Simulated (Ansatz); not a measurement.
Program: Ansatz. Geometries: PBE0-D4/def2-TZVP. ΔE: electronic, gas phase. CCSD(T)/CBS is the MP2 limit (def2-TZVPP, def2-QZVPP) plus CCSD(T) − MP2 in def2-TZVPP, frozen cores. This one scheme is used for every species. One conformer a species, not always the lowest.

Consider the ligand exchange at the Al–F bond: `C[NH][Al]([F])[F]` + HCl → `C[NH][Al]([F])[Cl]` + H–F.

| species | CCSD/def2-TZVPP energy (Eh) |
| --- | --- |
| `C[NH][Al]([F])[F]` | -536.75612 |
| HCl | -460.32332 |
| `C[NH][Al]([F])[Cl]` | -896.73268 |
| H–F | -100.33828 |

Task: Work out ΔE.

Result: ΔE = (-896.73268) + (-100.33828) − (-536.75612) − (-460.32332) = 0.00848 Eh = +5.3 kcal/mol. CCSD(T)/CBS gives +4.3 kcal/mol.

Largest T1 diagnostic among the species: 0.012.

Leaving LDA and LC-ωPBE aside and taking each functional with its dispersion term where it has one, the values, not all of them listed here, spread over 3.1 kcal/mol, from HSE06-D4 to CAM-B3LYP-D4. From BLYP to BHLYP (50 % exact exchange), in def2-TZVPP and without D4, ΔE moves by −1.3 kcal/mol. The D4 term adds −0.9 kcal/mol with B3LYP and −0.5 kcal/mol with PBE0; it sums over pairs of atoms, weighted by their polarisabilities, and B3LYP, whose exchange is more repulsive, gets the larger term.

B3LYP here is the variant with VWN-RPA as its local correlation; programs differ in this.
